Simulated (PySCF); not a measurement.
Simulation results for AlGeH3NO, CH6GeN, CH6GeSi, CH6AlBGe

Calculation on a computer-drawn molecule: the log of a Hartree-Fock and frozen-core CCSD(T) single point meant for a local Hartree-Fock minimum, with one planted fault or none, to be diagnosed. Offsets are logged minus clean, where the clean run is the same molecule without the fault. The reference is restricted for singlets and unrestricted otherwise, and also for a bond in bohr or an excited solution. Adding or removing an electron swaps singlet and doublet. The excited solution moves the top pair (singlet) or top alpha electron (doublet) to the lowest empty orbital. Highest occupied and lowest empty are orbital energies over both spins, largest force is the largest gradient component, triples share is (T) over the correlation energy, the T1 limit is 0.02 restricted and 0.045 unrestricted, electrons count all cores, a negative frequency is imaginary (commonest isotopes), and the dipole is about the centre of nuclear charge; on germanium a core potential holds 10 electrons, which the energies leave out, and 3d is frozen in MP2 and coupled-cluster steps. Program: PySCF 2.14.0.

Common to all runs: meant basis and core potential on germanium cc-pVDZ-PP ECP10MDF; logged SCF converged yes; logged CC converged yes; logged SCF stable within its kind yes; possible faults no fault, one electron removed, one electron added, multiplicity raised by two, geometry at a saddle point, SCF held on an excited solution, minimal basis STO-3G, one bond length entered in bohr, all coordinates scaled.

(1) 
```xyz
7
formula=AlGeH3NO meant_charge=1 meant_multiplicity=1 meant_basis=cc-pV(D+d)Z logged_electrons=63 logged_basis_functions=89 logged_spin_squared=0.9089 logged_highest_occupied=-4.478 logged_lowest_empty=1.4706 logged_largest_force=0.030479 logged_T1_diagnostic=0.030062 logged_D1_diagnostic=0.10984 logged_triples_share=0.032813 logged_dipole_magnitude=1.4505 logged_energy_HF=-666.2716 logged_energy_CCSD(T)=-666.8125 planted_fault=one_electron_added HF_energy_offset_from_clean_run=-89.03 CCSD(T)_energy_offset_from_clean_run=-101.5
O      1.5784    -0.8903    -0.2905
Ge     0.9396     0.4711    -1.1177
N     -0.6662     0.5636    -1.6265
Al    -2.2012     0.8136    -2.1882
H      1.0126    -1.6313    -0.1056
H      2.0230     1.4961    -1.2874
H     -3.6360     1.0260    -2.7033
```

Units: logged_highest_occupied, logged_lowest_empty in eV; logged_largest_force in hartree/bohr; logged_dipole_magnitude in debye; logged_energy_HF, logged_energy_CCSD(T) in hartree; HF_energy_offset_from_clean_run, CCSD(T)_energy_offset_from_clean_run in kcal/mol.

Drawn bonds:
```csv
atom,other atom,order
1,2,1
2,3,2
3,4,1
1,5,1
2,6,1
4,7,1
```

(2) 
```xyz
9
formula=CH6GeN meant_charge=0 meant_multiplicity=2 meant_basis=cc-pVDZ logged_electrons=51 logged_basis_functions=81 logged_spin_squared=1.5323 logged_highest_occupied=-8.3687 logged_lowest_empty=1.4265 logged_largest_force=0.015802 logged_T1_diagnostic=0.053553 logged_D1_diagnostic=0.26411 logged_triples_share=0.036093 logged_dipole_magnitude=1.3784 logged_energy_HF=-389.04425 logged_energy_CCSD(T)=-389.49142 planted_fault=one_bond_length_entered_in_bohr,row_7_of_the_drawn_bonds HF_energy_offset_from_clean_run=79.64 CCSD(T)_energy_offset_from_clean_run=86.6
C     -0.5672    -4.1801     0.1960
Ge    -1.7698    -2.8736    -0.6549
N     -1.8356    -1.3842     0.4406
H      0.4049    -3.7146     0.3748
H     -0.4332    -5.0485    -0.4514
H     -0.9773    -4.5173     1.1498
H     -1.1894    -2.3868    -2.0022
H     -2.5164    -1.7109     2.1856
H     -2.3390    -0.6025     0.0564
```

Units: logged_highest_occupied, logged_lowest_empty in eV; logged_largest_force in hartree/bohr; logged_dipole_magnitude in debye; logged_energy_HF, logged_energy_CCSD(T) in hartree; HF_energy_offset_from_clean_run, CCSD(T)_energy_offset_from_clean_run in kcal/mol.

Drawn bonds:
```csv
atom,other atom,order
1,2,1
2,3,1
1,4,1
1,5,1
1,6,1
2,7,1
3,8,1
3,9,1
```

Notes: T1 above single-reference limit.

(3) 
```xyz
9
formula=CH6GeSi meant_charge=0 meant_multiplicity=1 meant_basis=cc-pV(D+d)Z logged_electrons=58 logged_basis_functions=90 logged_spin_squared=0 logged_highest_occupied=-8.3579 logged_lowest_empty=0.078562 logged_largest_force=2.659e-05 logged_lowest_frequency=91.886 logged_T1_diagnostic=0.01246 logged_D1_diagnostic=0.030583 logged_triples_share=0.026755 logged_dipole_magnitude=0.78405 logged_energy_HF=-623.64522 logged_energy_CCSD(T)=-624.03916
C      1.0423    -0.4732    -0.1302
Si    -0.3146     0.4105     0.8467
Ge    -2.3486     1.0080    -0.4473
H      1.3730     0.1378    -0.9736
H      0.6847    -1.4287    -0.5236
H      1.9068    -0.6759     0.5080
H     -0.6745    -0.4135     2.0318
H      0.2063     1.7082     1.3673
H     -1.4812     1.4792    -1.6888
```

Units: logged_highest_occupied, logged_lowest_empty in eV; logged_largest_force in hartree/bohr; logged_lowest_frequency in cm⁻¹; logged_dipole_magnitude in debye; logged_energy_HF, logged_energy_CCSD(T) in hartree.

Drawn bonds:
```csv
atom,other atom,order
1,2,1
2,3,1
1,4,1
1,5,1
1,6,1
2,7,1
2,8,1
3,9,1
```

(4) 
```xyz
10
formula=CH6AlBGe meant_charge=0 meant_multiplicity=1 meant_basis=cc-pV(D+d)Z logged_electrons=62 logged_basis_functions=104 logged_spin_squared=2.0188 logged_highest_occupied=-5.7755 logged_lowest_empty=-0.65799 logged_largest_force=0.11293 logged_T1_diagnostic=0.016897 logged_D1_diagnostic=0.057188 logged_triples_share=0.027717 logged_dipole_magnitude=0.37311 logged_energy_HF=-601.17573 logged_energy_CCSD(T)=-601.58775
B     -1.5051     1.4070    -0.9316
C     -0.4108     0.6413    -0.6289
Al     0.5688     1.4695     0.8082
Ge     0.1131    -1.0213    -1.4825
H     -2.4288     2.1030    -1.1490
H      1.8849     0.7904     1.3584
H      0.0529     2.8288     1.4347
H      1.5073    -0.8777    -2.1037
H     -0.8810    -1.4014    -2.5868
H      0.1561    -2.1528    -0.4490
```

Units: logged_highest_occupied, logged_lowest_empty in eV; logged_largest_force in hartree/bohr; logged_dipole_magnitude in debye; logged_energy_HF, logged_energy_CCSD(T) in hartree.

Drawn bonds:
```csv
atom,other atom,order
1,2,2
2,3,1
2,4,1
1,5,1
3,6,1
3,7,1
4,8,1
4,9,1
4,10,1
```

Q: Which fault was planted in the run of CH6GeSi (entry 3)?
A: no fault

Q: Which fault was planted in the run of CH6AlBGe (entry 4)?
A: multiplicity raised by two

Further results for CH6GeSi (entry 3):

- HF energy offset from clean run: 0 kcal/mol
- CCSD(T) energy offset from clean run: 0 kcal/mol

Further results for CH6AlBGe (entry 4):

- HF energy offset from clean run: 74.08 kcal/mol
- CCSD(T) energy offset from clean run: 93.94 kcal/mol
